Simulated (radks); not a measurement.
Results of a calculation; reference values are marked as such.
Problem. These are the eigenvalues of the occupied orbitals of an atom or ion with whole-number occupations (eV). Code: a radial shooting solver on a logarithmic mesh with Libxc functionals. Model: Dirac Kohn-Sham, PBE, spin-unpolarised, spherical densities, finite nucleus; Fermi nuclear charge, rms radius of each element as measured or else 0.836 A^(1/3) + 0.57 fm.

| orbital | eigenvalue |
|---|---|
| 1s1/2 | -41804.16 |
| 2s1/2 | -6747.932 |
| 2p1/2 | -6379.288 |
| 2p3/2 | -5897.103 |
| 3s1/2 | -1480.327 |
| 3p1/2 | -1323.503 |
| 3p3/2 | -1227.987 |
| 3d3/2 | -954.2738 |
| 3d5/2 | -933.6939 |
| 4s1/2 | -318.5926 |
| 4p1/2 | -259.8240 |
| 4p3/2 | -239.1488 |
| 4d3/2 | -142.5512 |
| 4d5/2 | -138.9010 |
| 5s1/2 | -65.4842 |
| 5p1/2 | -49.1534 |
| 5p3/2 | -46.0262 |
| 4f5/2 | -29.9373 |

Which element is it, and in what charge state? The configuration may be excited. Open shells, if any, fill j = l - 1/2 first.

Solution. Z = 59, praseodymium, charge +3: Pr3+ in [Xe] 4f2. The list shows which subshells hold electrons but not how many an open one holds; the 1s level, -1536.3 hartree, gives Z - s = 55.4 by -(Z - s)^2/2, which with screening and relativity narrows Z to a few neighbours, and the depths of the outer levels then fix element, charge and occupations together.
